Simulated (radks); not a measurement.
Er1.5+, configuration [Xe] 4f(up 6, down 6) 6s(up 0.5, down 0) (fractional occupations, a model configuration).

Calculated with a radial shooting solver on a logarithmic mesh with Libxc functionals: scalar-relativistic Kohn-Sham, BLYP, spin-polarised, spherical densities, point nucleus.

Energy parts (eV):
part                      energy
total                 -356110.17
kinetic                386151.92
electron-nucleus      -873318.05
Hartree                138627.65
exchange-correlation    -7571.68

Orbitals (lengths in bohr, moments of r in powers of bohr; <r^-3> diverges for s and p1/2):
| orbital | occ. | eigenvalue (eV) | <r^-3> | <r> | <r^4> | <1/r> |
|---|---|---|---|---|---|---|
| 1s up | 1 | -57393.86 | - | 0.02037 | 8.636e-07 | 77.58 |
| 1s down | 1 | -57393.85 | - | 0.02037 | 8.636e-07 | 77.58 |
| 2s up | 1 | -9650.438 | - | 0.08645 | 0.0001343 | 18.06 |
| 2s down | 1 | -9650.434 | - | 0.08645 | 0.0001343 | 18.06 |
| 2p up | 3 | -8536.302 | 14330 | 0.07671 | 0.0001021 | 16.68 |
| 2p down | 3 | -8536.298 | 14330 | 0.07671 | 0.0001021 | 16.68 |
| 3s up | 1 | -2169.914 | - | 0.2253 | 0.005074 | 6.658 |
| 3s down | 1 | -2169.913 | - | 0.2253 | 0.005074 | 6.658 |
| 3p up | 3 | -1831.097 | 3087 | 0.2245 | 0.005361 | 6.220 |
| 3p down | 3 | -1831.096 | 3087 | 0.2245 | 0.005361 | 6.220 |
| 3d up | 5 | -1407.167 | 409.6 | 0.2038 | 0.004207 | 5.896 |
| 3d down | 5 | -1407.165 | 409.6 | 0.2038 | 0.004207 | 5.896 |
| 4s up | 1 | -435.9805 | - | 0.5081 | 0.1237 | 2.812 |
| 4s down | 1 | -435.9795 | - | 0.5081 | 0.1237 | 2.812 |
| 4p up | 3 | -324.5765 | 696.5 | 0.5391 | 0.1640 | 2.572 |
| 4p down | 3 | -324.5746 | 696.5 | 0.5391 | 0.1640 | 2.572 |
| 4d up | 5 | -175.4452 | 77.54 | 0.5839 | 0.2568 | 2.270 |
| 4d down | 5 | -175.4408 | 77.55 | 0.5839 | 0.2567 | 2.270 |
| 5s up | 1 | -62.1528 | - | 1.253 | 4.704 | 1.058 |
| 5s down | 1 | -62.1204 | - | 1.252 | 4.690 | 1.058 |
| 5p up | 3 | -36.6385 | 85.51 | 1.494 | 10.31 | 0.8734 |
| 5p down | 3 | -36.5803 | 85.74 | 1.491 | 10.22 | 0.8745 |
| 4f up | 6 | -13.3129 | 10.58 | 0.8262 | 3.189 | 1.644 |
| 4f down | 6 | -13.2941 | 10.59 | 0.8242 | 3.106 | 1.646 |
| 6s up | 0.5 | -12.2198 | - | 3.446 | 262.3 | 0.3643 |
| 6s down | 0 | -11.9606 | - | 3.450 | 264.4 | 0.3640 |

The highest occupied level is 6s up at -12.220 eV. Summed over all electrons, <r^2> = 44.26 bohr^2, which gives a Langevin (diamagnetic) susceptibility term of -35.1 x 10^-6 cm^3/mol.
